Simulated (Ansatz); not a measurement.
Start from `N=C=CF` and change one atom or group to get `N=C=C(F)[SiH3]`.

Ansatz, PBE0-D4/def2-TZVP geometries, multiplicity 1. Each molecule was computed in one conformer, which needn't be the lowest.

| property | `N=C=CF` |
| --- | --- |
| LUMO energy (ωB97M-V/def2-TZVPP) / eV | 1.09 |
| size of the dipole moment (ωB97M-V/def2-TZVPP) / D | 1.95 |
| LUMO energy (PBE0/def2-TZVPP) / eV | -1.21 |
| size of the dipole moment (PBE/def2-TZVPP) / D | 1.83 |
| HOMO–LUMO gap (ωB97M-V/def2-TZVPP) / eV | 10.17 |
| HOMO–LUMO gap (PBE/def2-TZVPP) / eV | 3.25 |

Q: Give the same properties after the change, and the shifts. (An estimate is asked.)

A: Computed: 
```csv
property,`N=C=C(F)[SiH3]`,shift
LUMO energy (ωB97M-V/def2-TZVPP) / eV,0.83,-0.26
size of the dipole moment (ωB97M-V/def2-TZVPP) / D,1.91,-0.04
LUMO energy (PBE0/def2-TZVPP) / eV,-1.39,-0.18
size of the dipole moment (PBE/def2-TZVPP) / D,1.79,-0.04
HOMO–LUMO gap (ωB97M-V/def2-TZVPP) / eV,9.94,-0.23
HOMO–LUMO gap (PBE/def2-TZVPP) / eV,3.25,0.00
```

With PBE0 the HOMO falls by 0.08 eV and the LUMO falls by 0.18 eV, so the gap narrows by about 0.10 eV. PBE moves the HOMO by -0.13 eV and ωB97M-V by -0.04 eV. The zero-point energy changes by 40.1 kJ/mol with +9 modes. Dipoles are sizes alone; their direction can turn.
